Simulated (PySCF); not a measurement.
A calculated (TPSSh, PySCF 2.14, dyall-av2z, no relativity, point nucleus) atom or ion has these occupied shells.

| shell | electrons | orbital energy (eV) | rms radius, mean of both spins (bohr) |
| --- | --- | --- | --- |
| 1s α | 1 | -8788.2 | 0.0612 |
| 1s β | 1 | -8788.2 | 0.0612 |
| 2s α | 1 | -1057.9 | 0.259 |
| 2s β | 1 | -1057.3 | 0.259 |
| 2p α | 3 | -926.56 | 0.230 |
| 2p β | 3 | -926.04 | 0.230 |
| 3s α | 1 | -122.65 | 0.773 |
| 3s β | 1 | -121.14 | 0.773 |
| 3p α | 3 | -81.482 | 0.814 |
| 3p β | 3 | -79.939 | 0.814 |
| 3d α | 5 | -13.102 | 1.09 |
| 3d β | 4 | -11.858 | 1.09 |
| 4s α | 1 | -7.727 | 2.88 |
| 4p α | 1 | -2.965 | 4.02 |

Name the element and its charge.

Cu (copper, neutral), in [Ar] 3d9 4s1 4p1, one real determinant (an excited configuration).
